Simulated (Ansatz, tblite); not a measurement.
Cost and result up the ladder for Na₂Cl₂ (4 atoms). The state is a singlet with charge 0. Geometry: PBE0-D4/def2-TZVP.

```xyz
4

Na   -0.639    1.160    0.888
Na    0.639   -1.160   -0.889
Cl   -0.509    0.970   -1.632
Cl    0.509   -0.970    1.632
```

Ansatz on 4 threads of Arm Neoverse V1 on a shared host; xTB runs through tblite on one thread. Times are rough, summed over both states, and most runs start from the orbitals of an earlier one. B2PLYP/def2-TZVP serves as the yardstick here, not as an exact answer. Differences are given only for rows in sets of like size (and for xTB, whose basis is part of the method), since another set adds its own error. The other state is a triplet at its own geometry, which has other bonds, so the gap mixes isomer and spin.

The xTB rows come from tblite. LC-ωPBE has ω = 0.4 bohr⁻¹. B3LYP takes the VWN-RPA correlation. HSE06 is defined as in plane-wave codes, on full-range PBE exchange. Correlated methods freeze 12 core orbitals; core or outer-core shells of Na are correlated, in sets that lack core-valence functions. In the triplet, Cl3 and Cl4 lie 2.64 Å apart (atoms count from 1), so these atoms are partly bonded to each other. The structure comes from a short search, and lower isomers may exist.

Run but left out: HF/def2-TZVPP, MP2/def2-TZVPP, CCSD/def2-TZVPP, CCSD(T)/def2-TZVPP (flagged by the program: other roots).

Correlated methods converge slowly with the basis.

xTB has no spin-polarisation term.

```csv
level,functions,wall time,triplet − singlet (eV),difference from B2PLYP/def2-TZVP (eV),remarks
GFN1-xTB,26,0.006 s,6.43,1.82,–
GFN2-xTB,26,0.006 s,3.51,-1.11,–
HF/STO-3G,36,0.5 s,11.25,–,HOMO above zero (triplet)
PBE-D4/def2-TZVP,138,4.8 s,4.00,-0.61,–
MP2/def2-TZVP,138,6.9 s,5.05,0.44,–
RPA@PBE/def2-TZVP,138,7.9 s,4.16,-0.45,–
HSE06-D4/def2-TZVP,138,8.5 s,4.32,-0.29,–
B3LYP-D4/def2-TZVP (with forces),138,9.9 s,4.30,-0.31,–
PBE0-D4/def2-TZVP,138,10 s,4.38,-0.24,–
r2SCAN-D4/def2-TZVP,138,12 s,4.37,-0.25,–
LC-ωPBE/def2-TZVP,138,12 s,5.09,0.48,–
B2PLYP/def2-TZVP,138,13 s,4.61,0.00,–
B97M-V/def2-TZVP,138,20 s,4.29,-0.32,–
```
